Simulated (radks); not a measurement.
Ionisation of the iodine ion I4+, [Kr] 4d10 5s2 5p1, to [Kr] 4d10 5s2 as the strength of local exchange is varied. All-electron calculation, scalar-relativistic Kohn-Sham, Slater X-alpha exchange (alpha = 2/3 is LDA exchange), no correlation, spin-polarised, spherical densities, finite nucleus; open shells are filled with parallel spins first (spin-orbit coupling, left out, can overturn this in heavy ions); Fermi nuclear charge, rms radius 4.75 fm. Program: a radial shooting solver on a logarithmic mesh with Libxc functionals.

| alpha | E(I4+) (hartree) | exchange (hartree) | IE (eV) | -e of the level emptied (eV) | <r> of it (bohr) |
|---|---|---|---|---|---|
| 0.667 | -7101.87594 | -168.91569 | 49.464 | 44.332 (5p) | 2.038 |
| 0.699 | -7110.00505 | -177.20561 | 49.950 | 44.826 (5p) | 2.028 |
| 0.751 | -7123.23309 | -190.71300 | 50.744 | 45.635 (5p) | 2.012 |
| 0.954 | -7175.08931 | -243.87328 | 53.904 | 48.861 (5p) | 1.954 |
| 0.984 | -7182.78195 | -251.78745 | 54.379 | 49.347 (5p) | 1.946 |
| 1.014 | -7190.48209 | -259.71654 | 54.856 | 49.836 (5p) | 1.938 |

NIST Atomic Spectra Database: 51.52 eV (measured). The Delta-SCF value meets it near alpha = 0.80. Open shells are spherical and high-spin; term and fine-structure splittings are not resolved. Spin-orbit splitting is averaged out at the scalar-relativistic level.
